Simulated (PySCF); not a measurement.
A calculated (BLYP, PySCF 2.14, dyall-acv3z, scalar relativity by spin-free X2C-1e) atom or ion has these occupied shells.

```
shell  electrons  orbital energy (eV)  rms radius, mean of both spins (bohr)
 1s α          1              -1787.3                                  0.129
 1s β          1              -1786.9                                  0.129
 2s α          1              -140.13                                  0.622
 2s β          1              -139.70                                  0.622
 2p α          3              -96.435                                  0.604
 2p β          3              -95.910                                  0.604
 3s α          1              -12.144                                   2.27
 3p α          3               -5.092                                   2.87
```

Question: Name the element and its charge.

Answer: Si (silicon, neutral), in [Ne] 3s1 3p3, high-spin 5S determinant (an excited configuration).
